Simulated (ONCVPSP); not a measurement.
# Reading a pseudo-wave (selenium)

Columns: radius, all-electron u(r) and pseudo u(r) of the 3s shell (level -214.34 eV) of selenium in the configuration [Ne] 3s2 3p6 3d10 4s1.5 4p4.5; PBE, scalar-relativistic, ONCV scheme, ONCVPSP 4.0.1.

```json
{"r (bohr)": "0.061", "all-electron": "-0.0767", "pseudo": "0.1992"}
{"r (bohr)": "0.122", "all-electron": "-0.7814", "pseudo": "0.4036"}
{"r (bohr)": "0.183", "all-electron": "-0.5701", "pseudo": "0.6144"}
{"r (bohr)": "0.244", "all-electron": "0.0539", "pseudo": "0.8259"}
{"r (bohr)": "0.305", "all-electron": "0.6783", "pseudo": "1.0249"}
{"r (bohr)": "0.366", "all-electron": "1.1309", "pseudo": "1.1930"}
{"r (bohr)": "0.427", "all-electron": "1.3867", "pseudo": "1.3132"}
{"r (bohr)": "0.488", "all-electron": "1.4782", "pseudo": "1.3733"}
{"r (bohr)": "0.549", "all-electron": "1.4542", "pseudo": "1.3706"}
{"r (bohr)": "0.610", "all-electron": "1.3588", "pseudo": "1.3107"}
{"r (bohr)": "0.671", "all-electron": "1.2253", "pseudo": "1.2055"}
{"r (bohr)": "0.732", "all-electron": "1.0771", "pseudo": "1.0720"}
{"r (bohr)": "0.793", "all-electron": "0.9289", "pseudo": "0.9282"}
{"r (bohr)": "0.854", "all-electron": "0.7894", "pseudo": "0.7891"}
{"r (bohr)": "0.915", "all-electron": "0.6631", "pseudo": "0.6629"}
{"r (bohr)": "0.976", "all-electron": "0.5519", "pseudo": "0.5517"}
{"r (bohr)": "1.037", "all-electron": "0.4559", "pseudo": "0.4557"}
{"r (bohr)": "1.098", "all-electron": "0.3743", "pseudo": "0.3741"}
{"r (bohr)": "1.159", "all-electron": "0.3057", "pseudo": "0.3056"}
{"r (bohr)": "1.220", "all-electron": "0.2486", "pseudo": "0.2486"}
{"r (bohr)": "1.281", "all-electron": "0.2015", "pseudo": "0.2014"}
{"r (bohr)": "1.342", "all-electron": "0.1628", "pseudo": "0.1627"}
{"r (bohr)": "1.403", "all-electron": "0.1312", "pseudo": "0.1312"}
{"r (bohr)": "1.464", "all-electron": "0.1055", "pseudo": "0.1054"}
{"r (bohr)": "1.525", "all-electron": "0.0846", "pseudo": "0.0846"}
{"r (bohr)": "1.586", "all-electron": "0.0678", "pseudo": "0.0678"}
```

(1) How many radial nodes do the two functions have?

(2) At about which radius was the pseudo-wave matched?

(3) Is the pseudo-wave norm-conserving?

## Answers

(1) The all-electron 3s function has n − l − 1 = 2 (the table is too coarse to show those close to the nucleus); the pseudo-wave has 0, since the states of the same l below it are removed with the core.

(2) 0.86 bohr, where the columns begin to agree (steps of 0.06 bohr).

(3) Yes: the ONCV scheme keeps the norm inside the radius equal to the all-electron one, which fixes the energy derivative of the logarithmic derivative at the level.
